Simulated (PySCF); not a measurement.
Record of a relaxation.

Species: Si(GeH3)2H2.
Bonds: Si1–Ge2, Si1–Ge6. Hydrogens: H10, H11 on Si1; H3, H4, H5 on Ge2; H7, H8, H9 on Ge6.

Computed by this run: PySCF, PBE0-D3(BJ)/def2-SVP geometry optimisation, gas phase; density fitting, grid level 1; the optimiser is geomeTRIC in internal coordinates, started from a GFN2-xTB structure with every atom displaced at random (about 0.03 Å). The frame can shift and turn from step to step; on so coarse a grid that alone can change the energy by a few meV, and forces under 0.02 eV/Å are noise.

Step 0: E = -121009.3516 eV, largest atomic force 3.638 eV/Å
```
atom  x, y, z in Å  |  force x, y, z in eV/Å
Si1    -0.756   -0.074   -0.569   -1.428   1.589  -0.055
Ge2    -0.868   -0.029    1.751    1.957   0.637  -1.105
H3     -0.044   -1.064    2.374    1.141  -1.231   0.465
H4     -2.096   -0.251    2.364   -3.422  -0.549   1.105
H5     -0.404    1.236    2.380    0.470   1.046   0.130
Ge6     1.365    0.029   -1.392    1.593  -0.359   1.391
H7      2.214   -1.208   -1.042   -0.173  -0.222   0.162
H8      2.276    1.160   -0.903   -0.237   0.309   0.333
H9      1.502    0.124   -2.818   -0.171   0.133  -2.306
H10    -1.540    1.176   -1.046    0.487  -0.572   0.201
H11    -1.551   -1.184   -1.068   -0.218  -0.782  -0.322
```

Step 1: E = -121010.0582 eV, largest atomic force 0.826 eV/Å
```
atom  x, y, z in Å  |  force x, y, z in eV/Å
Si1    -0.777   -0.043   -0.566   -0.544   0.175  -0.098
Ge2    -0.858   -0.025    1.799    0.121  -0.142   0.680
H3      0.050   -1.138    2.401   -0.114   0.147  -0.152
H4     -2.278   -0.260    2.384    0.140   0.042  -0.224
H5     -0.349    1.320    2.379   -0.037  -0.104  -0.158
Ge6     1.417    0.021   -1.408    0.760  -0.131  -0.295
H7      2.211   -1.249   -1.016   -0.147   0.014   0.003
H8      2.250    1.198   -0.852   -0.193   0.033   0.050
H9      1.495    0.127   -2.956   -0.168  -0.013   0.193
H10    -1.511    1.173   -1.041    0.038   0.049  -0.014
H11    -1.553   -1.210   -1.094    0.145  -0.070   0.013
```

Step 2: E = -121010.0985 eV, largest atomic force 0.303 eV/Å
```
atom  x, y, z in Å  |  force x, y, z in eV/Å
Si1    -0.786   -0.028   -0.567   -0.228   0.058  -0.035
Ge2    -0.843   -0.028    1.810   -0.011  -0.086   0.265
H3      0.065   -1.142    2.387   -0.060   0.066  -0.070
H4     -2.276   -0.259    2.355    0.129   0.031  -0.104
H5     -0.334    1.321    2.362   -0.012  -0.034  -0.053
Ge6     1.432    0.012   -1.402    0.263  -0.043  -0.144
H7      2.196   -1.265   -0.996   -0.054  -0.002   0.004
H8      2.217    1.210   -0.830   -0.063   0.018   0.019
H9      1.469    0.117   -2.945   -0.058  -0.008   0.110
H10    -1.511    1.191   -1.048    0.018   0.024  -0.006
H11    -1.532   -1.215   -1.095    0.078  -0.023   0.015
```

Step 3: E = -121010.1066 eV, largest atomic force 0.034 eV/Å
```
atom  x, y, z in Å  |  force x, y, z in eV/Å
Si1    -0.795   -0.016   -0.570   -0.019   0.002   0.004
Ge2    -0.832   -0.030    1.814   -0.034  -0.001  -0.004
H3      0.074   -1.147    2.366   -0.002  -0.006  -0.005
H4     -2.265   -0.257    2.336    0.033   0.010  -0.001
H5     -0.320    1.320    2.350    0.004  -0.003   0.005
Ge6     1.439    0.008   -1.394   -0.015   0.016  -0.005
H7      2.180   -1.275   -0.974   -0.001  -0.001   0.003
H8      2.194    1.220   -0.815    0.008  -0.006  -0.005
H9      1.455    0.108   -2.932    0.010  -0.003   0.008
H10    -1.516    1.203   -1.057    0.002  -0.001  -0.003
H11    -1.516   -1.219   -1.093    0.014  -0.007   0.002
```

Step 4: E = -121010.1070 eV, largest atomic force under 0.02 eV/Å
```
atom  x, y, z in Å  |  force x, y, z in eV/Å
Si1    -0.798   -0.014   -0.571   -0.009   0.006   0.002
Ge2    -0.832   -0.030    1.813   -0.010   0.002  -0.008
H3      0.074   -1.150    2.359    0.000  -0.007  -0.003
H4     -2.262   -0.255    2.339    0.007   0.006   0.004
H5     -0.315    1.318    2.350    0.005  -0.001   0.003
Ge6     1.437    0.010   -1.393   -0.013   0.009   0.004
H7      2.175   -1.273   -0.968    0.001  -0.003   0.003
H8      2.194    1.221   -0.814    0.006  -0.002  -0.003
H9      1.459    0.105   -2.930    0.006  -0.001  -0.001
H10    -1.519    1.203   -1.060   -0.001  -0.003  -0.002
H11    -1.515   -1.220   -1.093    0.009  -0.005   0.000
```

**Question.** Summarise the path.

**Answer.** The energy falls by 72.89 kJ/mol from step 0 to step 4; nine tenths of that is first reached at step 1. It falls at every step. The largest force goes from 3.638 to under 0.02 eV/Å. Among the bonds Ge2–H4 changes most, from 1.391 to 1.541 Å; the atoms move by 0.109 Å rms after alignment.

The cost below is that of the whole optimisation. The run took 33 s wall on Arm Neoverse V1, one thread (shared host), and the process peaked at 0.45 GiB of memory.
